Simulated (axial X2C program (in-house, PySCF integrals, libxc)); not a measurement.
## Estimating the spin–orbit splitting of the π levels of HBr

All values were computed with an in-house relativistic program for diatomic molecules. Spin-free means the one-electron spin-free X2C Hamiltonian; two-component (2c) means X2C with spin–orbit coupling and atomic mean-field two-electron Coulomb and Gaunt terms, so the difference of the two also holds small scalar two-electron terms. Basis: Br dyall-cv4z [10s10p7d5f3g], H dyall-v4z [7s3p2d1f] (cores contracted in-house); Gaussian nuclei, density fitting, unrestricted open shells. Masses: Br 78.918 u, H 1.008 u.

Hartree–Fock at 1.419 Å, closed shell. Valence p splittings ε(p3/2) − ε(p1/2) of spherical Dirac–Hartree–Fock atoms with fractionally filled p shells: Br 4p 0.556 eV.

| filled π level (eV), spin-free | Br p share | H p share |
| --- | --- | --- |
| -11.81 | 0.92 | 0.05 |

**Question.** In first order a p shell splits by 3ζ/2 and a π orbital by ζ. Estimate the splitting of each π level from the shares.

**Answer.** level -11.81 eV: (2/3) × (0.92 × 0.556) = 0.34 eV.

The two-component Hartree–Fock calculation gives:

| ε(ω = 1/2) (eV) | σ share of it | ε(ω = 3/2) (eV) | splitting (eV) | estimate (eV) |
| --- | --- | --- | --- | --- |
| -11.986 | 0.00 | -11.621 | 0.36 | 0.34 |

The estimate leaves out the mixing of π1/2 with σ1/2 levels, which pushes the ω = 1/2 spinor up or down, the d and f parts of the orbital, small shares of the strongly split outer-core p shell of a metal, the Gaunt term (absent from the atomic values), and the change of the atomic p orbitals with charge; Löwdin shares depend on the basis.
